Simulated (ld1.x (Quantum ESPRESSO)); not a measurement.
# What one change does to a pseudopotential (antimony, TM)

antimony, norm-conserving Troullier–Martins (Kleinman–Bylander form), made with ld1.x (Quantum ESPRESSO) 7.5 (PBE, fully relativistic). Core [Kr] 4d10, reference 5s2 5p2.75 (charge +0.25). Waves: 5p (bound): rc 2.50 bohr; 5d channel at 0.2 Ry: rc 2.35 bohr; 5s (bound): rc 1.55 bohr. Local part: the s channel. Core correction: Bessel-smoothed model core inside 1.30 bohr.

Open shells are filled in proportion to 2j + 1 (rel_dist='average').

All-electron outer shells of the reference configuration (PBE, scalar-relativistic, ld1.x):

```
shell  level (eV)  outermost node (bohr)  outermost maximum (bohr)
   4d      -35.48                   0.38                      0.84
   5s      -14.67                   0.95                      1.90
   5p       -6.51                   1.04                      2.32
```

Change: wave 5p (bound): rc 2.50 bohr becomes 5p (bound): rc 3.72 bohr.

Cutoffs: the cutoffs (Ry, on a coarse ladder) from which the occupation-weighted sum of valence levels, in a spherical-Bessel basis at the reference potential, stays within 10 and 1 mRy of its value at 400 Ry; they do not see the model core or the augmentation charge, which bear on the density cutoff. Errors are all-electron minus pseudo energies relative to the spin-unpolarised reference configuration.

What does the change do?

The potential gets neither clearly harder nor softer (45 Ry and 90 Ry → 45 Ry and 90 Ry); the bound ghosts move from d to d, p; of the 7 tests that both files solve, the error grows in 3 and shrinks in 1 by more than 15 % and 0.3 meV (median size 2.4 → 5.8 meV).

| quantity | base | changed |
| --- | --- | --- |
| cutoff, loose | 45 Ry | 45 Ry |
| cutoff, tight | 90 Ry | 90 Ry |
| loose cutoff by channel (10 mRy a level) | p 10 Ry, s 30 Ry | p 6 Ry, s 30 Ry |
| bound ghosts | d5/2 | d5/2, p1/2 |
| error for 5s2 5p3, meV [ΔE -1.42 eV] | -0.1 | -0.2 |
| error for 5s2 5p2, meV [ΔE 6.91 eV] | -2.4 | -5.8 |
| error for 5s2 5p1, meV [ΔE 22.90 eV] | -27 | -69 |
| error for 5s2 5p0, meV [ΔE 47.34 eV] | -115 | -305 |
| error for 5s2 5p2.5, meV [ΔE 1.85 eV] | -0.1 | -0.3 |
| error for 5s1 5p4, meV [ΔE 6.67 eV] | -13 | +6.8 |
| error for 5s2 5p3.3, meV [ΔE -2.58 eV] | -0.3 | -0.5 |

 A true bound ghost makes a file unfit for plane-wave use even where its test errors are small: the radial tests pick states by their node count and pass the ghost by.
